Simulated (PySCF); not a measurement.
Species: trimethylethoxysilane, C5H14OSi.
Z-matrix (Å and degrees, GFN2-xTB geometry), rows numbered from 1:
```
C 
C   1  1.5212
O   2  1.4017  1  109.44
Si  3  1.6338  2  129.31  1   179.97
C   4  1.9109  3  111.60  2   -60.59
C   4  1.8963  3  102.01  2   179.90
C   4  1.9109  3  111.62  2    60.36
H   1  1.0866  2  109.90  3   -59.65
H   1  1.0866  2  110.10  3   179.98
H   1  1.0866  2  109.84  3    59.67
H   2  1.0968  1  110.19  3   120.50
H   2  1.0968  1  110.11  3  -120.46
H   5  1.0866  4  111.13  3   -55.62
H   5  1.0873  4  111.45  3    64.21
H   5  1.0852  4  111.83  3  -175.70
H   6  1.0846  4  111.42  3    60.04
H   6  1.0843  4  110.55  3   179.92
H   6  1.0846  4  111.48  3   -60.17
H   7  1.0852  4  111.83  3   175.70
H   7  1.0872  4  111.46  3   -64.21
H   7  1.0866  4  111.12  3    55.62
```

Vertical excitations from PySCF (density fitting, frozen core in the response, grid level 2 and gas phase unless stated; continuum runs use non-equilibrium linear response for the excitations) on a GFN2-xTB geometry. Reference run:

```csv
settings,"S1, eV (f)","S2, eV (f)","S3, eV (f)","S4, eV (f)","S5, eV (f)","S6, eV (f)","T1, eV (Tamm–Dancoff)",mean α (au)
"PBE0/def2-SVPD, full TDDFT, 6 singlets",7.03 (0.014),7.51 (0.030),7.77 (0.026),7.93 (0.000),7.96 (0.015),8.18 (0.104),6.91,91.2
```

Task: What do these settings give: PBE0/MINI, level shift 0.3 Eh, TDA, 12 singlets?

Result: 
```
                                       settings    S1, eV (f)    S2, eV (f)    S3, eV (f)     S4, eV (f)     S5, eV (f)     S6, eV (f)  T1, eV (Tamm–Dancoff)  mean α (au)
PBE0/MINI, level shift 0.3 Eh, TDA, 12 singlets  8.89 (0.001)  9.48 (0.019)  9.99 (0.020)  10.50 (0.021)  10.56 (0.080)  10.65 (0.052)                   7.96         55.4
```

S1 moves by +1.86 eV; basis and response scheme change together, so the shift can't be laid on one. States are counted by energy in each run and needn't keep their character from row to row.

Task: Give the leading configurations of S1 (H = HOMO, L = LUMO) and the HOMO–LUMO gap of each run.

Result: 
```tsv
settings	S1 configurations (weight)	S1 (eV)	orbital gap (eV)	S1 − gap (eV)
PBE0/def2-SVPD, full TDDFT, 6 singlets	H→L 0.97	7.03	8.11	-1.08
PBE0/MINI, level shift 0.3 Eh, TDA, 12 singlets	H→L 0.96	8.89	10.70	-1.81
```

One conformer stands for the species.
